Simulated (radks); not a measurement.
Values are calculated unless marked as measured or tabulated.
F, configuration [He] 2s1 2p5 3s1 (not the ground configuration).

Level of theory: non-relativistic Kohn-Sham, MS2 meta-GGA, spin-unpolarised, spherical densities, point nucleus; meta-GGA in the generalised Kohn-Sham scheme (a radial shooting solver on a logarithmic mesh with Libxc functionals).

Energy parts (eV):
total: -2678.285
kinetic: 2671.654
electron-nucleus: -6332.510
Hartree: 1248.139
exchange-correlation: -265.569

Orbitals (lengths in bohr, moments of r in powers of bohr):
orbital,occ.,eigenvalue (eV),<1/r>
1s,2,-681.4929,8.627
2s,1,-42.0595,1.509
2p,5,-21.8541,1.363
3s,1,-2.5725,0.2779

The highest occupied level is 3s at -2.573 eV. The density falls to 0.001 e/bohr^3 at r = 4.32 bohr. The electron density at the nucleus is 439.7 e/bohr^3.
